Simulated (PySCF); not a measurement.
**`CC#CPc1cccnc1`: 4 charge schemes on one density**

C8H8NP.
Cartesian coordinates in Å at the GFN2-xTB level; atoms count from 1:
```xyz
18
C8H8NP angstrom
C     -3.749   -0.695    0.489
C     -2.653   -0.049   -0.197
C     -1.725    0.515   -0.719
P     -0.419    1.240   -1.652
C      0.979    0.604   -0.651
C      1.109   -0.758   -0.391
C      2.204   -1.204    0.328
C      3.141   -0.269    0.745
N      3.037    1.023    0.487
C      1.989    1.446   -0.190
H     -4.586   -0.003    0.582
H     -4.076   -1.570   -0.074
H     -3.438   -1.007    1.486
H     -0.466    2.484   -1.002
H      0.353   -1.448   -0.741
H      2.330   -2.251    0.556
H      4.017   -0.564    1.308
H      1.947    2.513   -0.375
```

Density: PBE0/pcSseg-1 (PySCF); schemes: Mulliken, IAO, Hirshfeld and ESP-fitted. One conformer (not necessarily the lowest) at the GFN2-xTB geometry, without solvent, vibrations or thermal averaging. GFN2-xTB frequencies show an imaginary mode (25i cm⁻¹), so this geometry is no minimum at that level.

Problem. What partial charge does each atom carry?

Solution. In e; atoms taken as equivalent share a row and are averaged (×n: the atom named and its like, n in all):

```
       atom                          environment  Mulliken     IAO  Hirshfeld  ESP-fitted
         C1                   propargylic carbon    -0.172  -0.439     -0.093      -0.560
         C2                        alkyne carbon    -0.279  -0.013     -0.032      +0.158
         C3                        alkyne carbon    -0.305  -0.325     -0.144      -0.253
         P4                 phosphine phosphorus    +0.527  +0.445     +0.152      -0.050
         C5          substituted aromatic carbon    -0.546  -0.212     -0.055      -0.412
         C6                   aromatic CH carbon    +0.073  -0.119     -0.036      +0.365
         C7                   aromatic CH carbon    -0.173  -0.178     -0.050      -0.740
         C8  aromatic CH next to a ring nitrogen    +0.153  -0.014     +0.015      +0.629
         N9               pyridine-type nitrogen    -0.414  -0.272     -0.162      -0.766
        C10  aromatic CH next to a ring nitrogen    +0.217  -0.014     +0.010      +0.544
H11/H12/H13                      methyl hydrogen    +0.153  +0.175     +0.064      +0.193
        H14                         P–H hydrogen    +0.072  -0.010     -0.002      +0.121
        H15                    aromatic hydrogen    +0.092  +0.159     +0.051      +0.104
        H16                    aromatic hydrogen    +0.098  +0.161     +0.056      +0.238
        H17                    aromatic hydrogen    +0.105  +0.157     +0.051      +0.008
        H18                    aromatic hydrogen    +0.093  +0.150     +0.047      +0.036
```

Mean size of the charges over all atoms: ESP-fitted 0.309 e, Mulliken 0.210 e, IAO 0.177 e, Hirshfeld 0.064 e. Each set sums to the total charge, 0, to within 0.001 e. The Hirshfeld scheme weights the molecular density at each point by an atom's share of the summed free-atom densities.

Lowest charge. The schemes don't all agree: Mulliken C5 (-0.546); IAO C1 (-0.439); Hirshfeld N9 (-0.162); ESP-fitted N9 (-0.766).

Highest charge. The schemes don't all agree: Mulliken P4 (+0.527); IAO P4 (+0.445); Hirshfeld P4 (+0.152); ESP-fitted C8 (+0.629).

Problem. How closely do the schemes follow one another over all atoms?

Solution. Correlation coefficient and root-mean-square difference: IAO with Hirshfeld 0.95, 0.146 e; Mulliken with Hirshfeld 0.85, 0.192 e; Mulliken with IAO 0.80, 0.153 e; Mulliken with ESP-fitted 0.64, 0.298 e; Hirshfeld with ESP-fitted 0.58, 0.350 e; IAO with ESP-fitted 0.55, 0.326 e.

Problem. How many electrons does the Mulliken scheme count on N9?

Solution. Z − q = 7 − (-0.414) = 7.414.
